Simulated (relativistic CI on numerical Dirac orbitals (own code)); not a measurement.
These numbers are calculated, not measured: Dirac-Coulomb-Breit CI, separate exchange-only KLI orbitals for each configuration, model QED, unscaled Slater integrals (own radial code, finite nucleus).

The strongest absorption lines from the ground level of an ion, among the configurations computed and to levels below about 1900 eV (vacuum wavelength in nm, gf): 0.71198 (0.33), 0.71590 (0.71), 0.71750 (0.2), 0.72659 (0.6), 0.72764 (0.23), 0.73030 (0.32), 2.8815 (1.7), 3.0556 (0.59).

Q: Which ion is it?
A. Hf XLV
B. Hf XLVII
C. Os LI
D. Hf XLIX

A: B. Hf XLVII has 26 electrons and the ground level 3s²3p⁶3d⁸ ³F4; the strongest line goes to 3s²3p⁵3d⁹ ³D°3. The pattern of lines fixes the number of electrons, and along that sequence the line energies rise steadily with the charge (about as its square where n changes within one kind of shell, about linearly where n is kept but much faster in heavy ions where fine structure, which grows about as Z⁴, sets the gap, and irregularly where shells cross), which fixes Z. Configurations outside the model, such as inner-shell arrays, can give stronger lines. At this charge energies of transitions that change n are usually good to better than 1 %, and those within a shell (Δn = 0) to a few per cent.

LS names give the leading component of a level, which can be under half, so a name can repeat, a term be missing and a line seem to break the LS rules.
